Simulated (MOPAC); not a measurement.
MOPAC input (MNDO):

```
MNDO 1SCF CHARGE=1 GEO-OK AUX(PRECISION=9) THREADS=1
H9N2Si2

N     2.23451400 1   -0.00769900 1   -0.28291400 1
Si    0.74605400 1    0.42290800 1    0.86910100 1
N    -0.55282300 1   -0.52974000 1    0.40153900 1
Si   -1.77542600 1   -0.16298300 1   -0.83238700 1
H     2.48592700 1   -0.99626100 1   -0.22188000 1
H     2.01265300 1    0.18246200 1   -1.26230700 1
H     3.07213200 1    0.53313800 1   -0.05399900 1
H     0.61908700 1    1.84776800 1    0.54987400 1
H     1.33145900 1    0.08516000 1    2.17133400 1
H    -0.71406000 1   -1.37153100 1    0.94296200 1
H    -1.22930200 1    1.02942700 1   -1.51606700 1
H    -1.86550500 1   -1.30737800 1   -1.75735600 1
H    -3.07301800 1    0.12034100 1   -0.19693800 1
```

Output:

```
 *******************************************************************************
 **                                                                           **
 **                              MOPAC v23.2.5                                **
 **                                                                           **
 *******************************************************************************
 ** MOPAC's Digital Object Identifier: https://doi.org/10.5281/zenodo.6511958 **
 **                                                                           **
 ** Please cite the open-source release paper for use of this MOPAC version:  **
 ** J. E. Moussa and J. J. P. Stewart (2026)                                  **
 ** MOPAC: An open-source semiempirical molecular orbital program             **
 ** J. Open Source Softw., 11(119), 8025, https://doi.org/10.21105/joss.08025 **
 *******************************************************************************

                              MNDO CALCULATION RESULTS

 *******************************************************************************
 *  MNDO       - The MNDO Hamiltonian to be used
 *  GEO-OK     - OVERRIDE INTERATOMIC DISTANCE AND OTHER SAFETY CHECKS
 *
 *
 *
 *                 CHARGE ON SYSTEM = +1
 *
 *
 *
 *  1SCF       - DO 1 SCF AND THEN STOP
 *  AUX        - OUTPUT AUXILIARY INFORMATION
 *******************************************************************************
MNDO 1SCF CHARGE=1 GEO-OK AUX(PRECISION=9) THREADS=1
 H9N2Si2

   ATOM   CHEMICAL          X               Y               Z
  NUMBER   SYMBOL      (ANGSTROMS)     (ANGSTROMS)     (ANGSTROMS)

     1       N          2.23451400  *  -0.00769900  *  -0.28291400  *
     2      Si          0.74605400  *   0.42290800  *   0.86910100  *
     3       N         -0.55282300  *  -0.52974000  *   0.40153900  *
     4      Si         -1.77542600  *  -0.16298300  *  -0.83238700  *
     5       H          2.48592700  *  -0.99626100  *  -0.22188000  *
     6       H          2.01265300  *   0.18246200  *  -1.26230700  *
     7       H          3.07213200  *   0.53313800  *  -0.05399900  *
     8       H          0.61908700  *   1.84776800  *   0.54987400  *
     9       H          1.33145900  *   0.08516000  *   2.17133400  *
    10       H         -0.71406000  *  -1.37153100  *   0.94296200  *
    11       H         -1.22930200  *   1.02942700  *  -1.51606700  *
    12       H         -1.86550500  *  -1.30737800  *  -1.75735600  *
    13       H         -3.07301800  *   0.12034100  *  -0.19693800  *

          CARTESIAN COORDINATES

    NO.       ATOM           X           Y           Z

     1         N          2.2345     -0.0077     -0.2829
     2        Si          0.7461      0.4229      0.8691
     3         N         -0.5528     -0.5297      0.4015
     4        Si         -1.7754     -0.1630     -0.8324
     5         H          2.4859     -0.9963     -0.2219
     6         H          2.0127      0.1825     -1.2623
     7         H          3.0721      0.5331     -0.0540
     8         H          0.6191      1.8478      0.5499
     9         H          1.3315      0.0852      2.1713
    10         H         -0.7141     -1.3715      0.9430
    11         H         -1.2293      1.0294     -1.5161
    12         H         -1.8655     -1.3074     -1.7574
    13         H         -3.0730      0.1203     -0.1969

  H: (MNDO): M.J.S. DEWAR, W. THIEL, J. AM. CHEM. SOC., 99, 4899, (1977)
  N: (MNDO): M.J.S. DEWAR, W. THIEL, J. AM. CHEM. SOC., 99, 4899, (1977)
 Si: (MNDO): M.J.S.DEWAR, ET. AL. ORGANOMETALLICS  5, 375 (1986)

           Empirical Formula: H9 N2 Si2  =    13 atoms

      MOLECULAR POINT GROUP   :   C1

      RHF CALCULATION, NO. OF DOUBLY OCCUPIED LEVELS = 13

 -------------------------------------------------------------------------------
 MNDO 1SCF CHARGE=1 GEO-OK AUX(PRECISION=9) THREADS=1
 H9N2Si2

     1SCF WAS SPECIFIED, SO BFGS WAS NOT USED
     SCF FIELD WAS ACHIEVED

                              MNDO CALCULATION
                                                       MOPAC v23.2.5 Linux

          FINAL HEAT OF FORMATION =         98.52899 KCAL/MOL =     412.24530 KJ/MOL

          COSMO AREA              =        142.94 SQUARE ANGSTROMS
          COSMO VOLUME            =        139.25 CUBIC ANGSTROMS

          IONIZATION POTENTIAL    =         14.391153 EV
          HOMO LUMO ENERGIES (EV) =        -14.391 -3.929
          NO. OF FILLED LEVELS    =         13
          MOLECULAR WEIGHT        =         93.2555         POINT GROUP:  C1

          MOLECULAR DIMENSIONS (Angstroms)

            Atom       Atom       Distance
            H    13    H     7     6.16066
            H    12    H     9     4.02674
            H     8    H    10     3.11193

          SCF CALCULATIONS        =          1

   ATOM   CHEMICAL          X               Y               Z
  NUMBER   SYMBOL      (ANGSTROMS)     (ANGSTROMS)     (ANGSTROMS)

     1       N          2.23451400  *  -0.00769900  *  -0.28291400  *
     2      Si          0.74605400  *   0.42290800  *   0.86910100  *
     3       N         -0.55282300  *  -0.52974000  *   0.40153900  *
     4      Si         -1.77542600  *  -0.16298300  *  -0.83238700  *
     5       H          2.48592700  *  -0.99626100  *  -0.22188000  *
     6       H          2.01265300  *   0.18246200  *  -1.26230700  *
     7       H          3.07213200  *   0.53313800  *  -0.05399900  *
     8       H          0.61908700  *   1.84776800  *   0.54987400  *
     9       H          1.33145900  *   0.08516000  *   2.17133400  *
    10       H         -0.71406000  *  -1.37153100  *   0.94296200  *
    11       H         -1.22930200  *   1.02942700  *  -1.51606700  *
    12       H         -1.86550500  *  -1.30737800  *  -1.75735600  *
    13       H         -3.07301800  *   0.12034100  *  -0.19693800  *

                             CARTESIAN COORDINATES

   1    N        2.234514000    -0.007699000    -0.282914000
   2   Si        0.746054000     0.422908000     0.869101000
   3    N       -0.552823000    -0.529740000     0.401539000
   4   Si       -1.775426000    -0.162983000    -0.832387000
   5    H        2.485927000    -0.996261000    -0.221880000
   6    H        2.012653000     0.182462000    -1.262307000
   7    H        3.072132000     0.533138000    -0.053999000
   8    H        0.619087000     1.847768000     0.549874000
   9    H        1.331459000     0.085160000     2.171334000
  10    H       -0.714060000    -1.371531000     0.942962000
  11    H       -1.229302000     1.029427000    -1.516067000
  12    H       -1.865505000    -1.307378000    -1.757356000
  13    H       -3.073018000     0.120341000    -0.196938000

           Empirical Formula: H9 N2 Si2  =    13 atoms

      MOLECULAR POINT GROUP   :   C1

                  EIGENVALUES
 -41.31050 -37.08342 -23.92670 -23.90674 -23.61976 -22.97055 -20.52260 -19.32604
 -17.60132 -16.47174 -15.90377 -15.15288 -14.39115  -3.92915  -2.84961  -2.71806
  -2.06941  -1.95680  -1.37494  -1.13150  -1.07926  -1.00827  -0.84508  -0.01604
   1.61678

              NET ATOMIC CHARGES AND DIPOLE CONTRIBUTIONS

  ATOM NO.   TYPE          CHARGE      No. of ELECS.   s-Pop       p-Pop
    1          N          -0.270303        5.2703     1.54068     3.72962
    2         Si           1.543261        2.4567     1.03422     1.42252
    3          N          -1.002723        6.0027     1.60282     4.39991
    4         Si           1.545083        2.4549     1.05162     1.40330
    5          H           0.185343        0.8147     0.81466
    6          H           0.184354        0.8156     0.81565
    7          H           0.193224        0.8068     0.80678
    8          H          -0.263799        1.2638     1.26380
    9          H          -0.266066        1.2661     1.26607
   10          H           0.171260        0.8287     0.82874
   11          H          -0.369438        1.3694     1.36944
   12          H          -0.331750        1.3318     1.33175
   13          H          -0.318445        1.3184     1.31844
 DIPOLE           X         Y         Z       TOTAL
 POINT-CHG.     5.882     0.756     0.360     5.941
 HYBRID         0.769    -0.912    -0.207     1.210
 SUM            6.650    -0.156     0.152     6.654

          ATOMIC ORBITAL ELECTRON POPULATIONS

     Atom    s        px        py        pz
    1  N   1.54068   1.32368   1.15486   1.25108
    2 Si   1.03422   0.44491   0.52158   0.45602
    3  N   1.60282   1.50060   1.35473   1.54458
    4 Si   1.05162   0.47447   0.47922   0.44961
    5  H   0.81466
    6  H   0.81565
    7  H   0.80678
    8  H   1.26380
    9  H   1.26607
   10  H   0.82874
   11  H   1.36944
   12  H   1.33175
   13  H   1.31844

 **********************
 *                    *
 * JOB ENDED NORMALLY *
 *                    *
 **********************

 == MOPAC DONE ==
```

The dipole moment of an ion depends on the origin.

The geometry given is a B3LYP-D3(BJ)/def2-TZVP minimum.
